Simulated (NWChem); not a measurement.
Everything below was run with NWChem. System: CF3, charge 0, spin multiplicity 2, at a geometry optimised with UPBE/def2-SVP. The structure started from a generated list of species. Its SCF solution wasn't tested for a lower state. Level: UHF/def2-TZVP.

Job file:

```
start mol
memory heap 200 mb stack 900 mb global 1100 mb
geometry units angstroms nocenter noautoz
  F      0.632902    -0.076863     1.097041
  C      0.002078     0.327788     0.000000
  F      0.632902    -0.076863    -1.097041
  F     -1.267190    -0.064799     0.000000
  symmetry group Cs
end
basis spherical
  * library def2-tzvp
end
scf
  uhf
  nopen 1
  maxiter 100
  thresh 1e-7
  semidirect memsize 60000000 filesize 0
  # guess.movecs holds the orbitals of an unrestricted PBE0 run
  vectors input guess.movecs output mol.movecs
end
task scf energy
```

Part of the output:

```
             Northwest Computational Chemistry Package (NWChem) 7.3.0
             --------------------------------------------------------

                                NWChem Input Module
                                -------------------

 Scaling coordinates for geometry "geometry" by  1.889725989
 (inverse scale =  0.529177249)

 Turning off AUTOSYM since
 SYMMETRY directive was detected!

                             Geometry "geometry" -> ""
                             -------------------------

 Output coordinates in angstroms (scale by  1.889725989 to convert to a.u.)

  No.       Tag          Charge          X              Y              Z
 ---- ---------------- ---------- -------------- -------------- --------------
    1 F                    9.0000     0.63290200    -0.07686300     1.09704100
    2 C                    6.0000     0.00207800     0.32778800     0.00000000
    3 F                    9.0000     0.63290200    -0.07686300    -1.09704100
    4 F                    9.0000    -1.26719000    -0.06479900     0.00000000

 Effective nuclear repulsion energy (a.u.)     123.1318358919

            Nuclear Dipole moment (a.u.)
            ----------------------------
        X                 Y               Z
 ---------------- ---------------- ----------------
    -0.0000113384     0.0000056692     0.0000000000

      Symmetry information
      --------------------

 Group name             Cs
 Group number              2
 Group order               2
 No. of unique centers     3

      Symmetry unique atoms

     1    2    4


 Summary of "ao basis" -> "" (spherical)
 ------------------------------------------------------------------------------
       Tag                 Description            Shells   Functions and Types
 ---------------- ------------------------------  ------  ---------------------
 *                         def2-tzvp                  on all atoms

 Summary of "ao basis" -> "ao basis" (spherical)
 ------------------------------------------------------------------------------
       Tag                 Description            Shells   Functions and Types
 ---------------- ------------------------------  ------  ---------------------
 F                         def2-tzvp                11       31   5s3p2d1f
 C                         def2-tzvp                11       31   5s3p2d1f

                                 NWChem SCF Module
                                 -----------------

  ao basis        = "ao basis"
  functions       =   124
  atoms           =     4
  alpha electrons =    17
  beta  electrons =    16
  charge          =   0.00
  wavefunction    = UHF
  use symmetry    = T
  symmetry adapt  = T

 Summary of "ao basis" -> "ao basis" (spherical)
 ------------------------------------------------------------------------------
       Tag                 Description            Shells   Functions and Types
 ---------------- ------------------------------  ------  ---------------------
 F                         def2-tzvp                11       31   5s3p2d1f
 C                         def2-tzvp                11       31   5s3p2d1f

      Symmetry analysis of basis
      --------------------------

        a'         73
        a"         51

 Forming initial guess at       0.1s

   Symmetry analysis of molecular orbitals - initial alpha
   -------------------------------------------------------

  Numbering of irreducible representations:

     1 a'          2 a"

  Orbital symmetries:

     1 a'          2 a"          3 a'          4 a'          5 a'
[...]
  ----- ------------  ---------------      ----- ------------  ---------------
     7      0.273003  1 F  py                69     -0.273003  3 F  py
    10      0.240982  1 F  py                72     -0.240982  3 F  py
     8      0.202766  1 F  pz                70      0.202766  3 F  pz
    11      0.181600  1 F  pz                73      0.181600  3 F  pz

 Vector   16  Occ=1.000000D+00  E=-6.736188D-01  Symmetry=a"
              MO Center= -3.8D-04, -6.7D-02, -9.8D-14, r^2= 2.0D+00
   Bfn.  Coefficient  Atom+Function         Bfn.  Coefficient  Atom+Function
  ----- ------------  ---------------      ----- ------------  ---------------
   101      0.300240  4 F  pz               104      0.266173  4 F  pz
     6      0.260021  1 F  px                68     -0.260021  3 F  px
     9      0.230517  1 F  px                71     -0.230517  3 F  px
   107      0.154543  4 F  pz                 8     -0.150135  1 F  pz
    70     -0.150135  3 F  pz

 Vector   17  Occ=0.000000D+00  E= 8.336460D-02  Symmetry=a'
              MO Center=  5.9D-03,  9.3D-01, -2.9D-15, r^2= 2.0D+00
   Bfn.  Coefficient  Atom+Function         Bfn.  Coefficient  Atom+Function
  ----- ------------  ---------------      ----- ------------  ---------------
    36      1.212753  2 C  s                  5     -0.377816  1 F  s
    67     -0.377816  3 F  s                 98     -0.377820  4 F  s
    44      0.338195  2 C  py                38      0.262372  2 C  py
    35      0.219622  2 C  s                 13     -0.191670  1 F  py
    75     -0.191670  3 F  py               106     -0.190496  4 F  py

 Vector   18  Occ=0.000000D+00  E= 2.454498D-01  Symmetry=a'
              MO Center= -4.9D-03, -7.7D-01, -4.3D-13, r^2= 3.7D+00
   Bfn.  Coefficient  Atom+Function         Bfn.  Coefficient  Atom+Function
  ----- ------------  ---------------      ----- ------------  ---------------
    36      2.628217  2 C  s                 44     -1.275991  2 C  py
     5     -1.263441  1 F  s                 67     -1.263441  3 F  s
    98     -1.263493  4 F  s                105     -0.475845  4 F  px
    14      0.412669  1 F  pz                76     -0.412669  3 F  pz
    41     -0.357935  2 C  py                35      0.351518  2 C  s

 Vector   19  Occ=0.000000D+00  E= 2.611596D-01  Symmetry=a"
              MO Center= -8.1D-02,  6.7D-01, -5.6D-13, r^2= 5.1D+00
   Bfn.  Coefficient  Atom+Function         Bfn.  Coefficient  Atom+Function
  ----- ------------  ---------------      ----- ------------  ---------------
    45      2.094503  2 C  pz                 5     -1.439031  1 F  s
    67      1.439031  3 F  s                 42      0.473659  2 C  pz
   107     -0.369423  4 F  pz                12      0.346609  1 F  px
    74     -0.346609  3 F  px                14      0.233246  1 F  pz
    76      0.233246  3 F  pz                13     -0.212646  1 F  py

 center of mass
 --------------
 x =  -0.00003823 y =  -0.00597549 z =   0.00000000

 moments of inertia (a.u.)
 ------------------
         168.989953883466           1.000764045674           0.000000000000
           1.000764045674         326.596747109387           0.000000000000
           0.000000000000           0.000000000000         168.983521810258

  Mulliken analysis of the total density
  --------------------------------------

    Atom       Charge   Shell Charges
 -----------   ------   -------------------------------------------------------
    1 F    9     9.22   0.77  1.20  0.60  1.02  0.33  2.23  2.27  0.78  0.00  0.02  0.00
    2 C    6     5.34   0.85  1.12  0.52  0.51  0.07  1.03  0.84  0.07  0.07  0.21  0.04
    3 F    9     9.22   0.77  1.20  0.60  1.02  0.33  2.23  2.27  0.78  0.00  0.02  0.00
    4 F    9     9.22   0.77  1.20  0.60  1.02  0.33  2.23  2.27  0.78  0.00  0.02  0.00

  Mulliken analysis of the alpha density
  --------------------------------------

    Atom       Charge   Shell Charges
 -----------   ------   -------------------------------------------------------
    1 F    9     4.63   0.39  0.60  0.30  0.51  0.16  1.14  1.14  0.38  0.00  0.01  0.00
    2 C    6     3.12   0.43  0.56  0.31  0.32  0.07  0.67  0.55  0.05  0.04  0.11  0.02
    3 F    9     4.63   0.39  0.60  0.30  0.51  0.16  1.14  1.14  0.38  0.00  0.01  0.00
    4 F    9     4.63   0.39  0.60  0.30  0.51  0.16  1.14  1.14  0.38  0.00  0.01  0.00

   Mulliken analysis of the beta density
   -------------------------------------

    Atom       Charge   Shell Charges
 -----------   ------   -------------------------------------------------------
    1 F    9     4.59   0.39  0.60  0.30  0.51  0.17  1.10  1.13  0.40  0.00  0.01  0.00
    2 C    6     2.22   0.43  0.57  0.21  0.19 -0.00  0.36  0.29  0.02  0.04  0.10  0.02
    3 F    9     4.59   0.39  0.60  0.30  0.51  0.17  1.10  1.13  0.40  0.00  0.01  0.00
    4 F    9     4.59   0.39  0.60  0.30  0.51  0.17  1.10  1.13  0.40  0.00  0.01  0.00

   Mulliken analysis of the spin density
   -------------------------------------

    Atom       Charge   Shell Charges
 -----------   ------   -------------------------------------------------------
    1 F    9     0.03   0.00 -0.00  0.00  0.00 -0.01  0.04  0.02 -0.03  0.00  0.00  0.00
    2 C    6     0.91   0.00 -0.01  0.10  0.14  0.07  0.31  0.26  0.02  0.00  0.00 -0.00
    3 F    9     0.03   0.00 -0.00  0.00  0.00 -0.01  0.04  0.02 -0.03  0.00  0.00  0.00
    4 F    9     0.03   0.00 -0.00  0.00  0.00 -0.01  0.04  0.02 -0.03  0.00  0.00  0.00

       Multipole analysis of the density wrt the origin
       ------------------------------------------------

     L   x y z        total         alpha         beta         nuclear
     -   - - -        -----         -----         ----         -------
     0   0 0 0     -0.000000    -17.000000    -16.000000     33.000000

     1   1 0 0      0.001584     -0.003241      0.004836     -0.000011
     1   0 1 0      0.251691     -0.510618      0.762303      0.000006
     1   0 0 1      0.000000      0.000000     -0.000000      0.000000

     2   2 0 0    -15.728029    -47.017990    -46.066896     77.356857
     2   1 1 0      0.009956      0.235758      0.247510     -0.473312
     2   1 0 1      0.000000      0.000000      0.000000      0.000000
     2   0 2 0    -14.159714     -9.889899     -7.086680      2.816865
     2   0 1 1      0.000000      0.000000     -0.000000      0.000000
     2   0 0 2    -15.728116    -47.019517    -46.068499     77.359899

 Task  times  cpu:        6.5s     wall:        6.5s

 Total times  cpu:        6.5s     wall:        6.5s
```
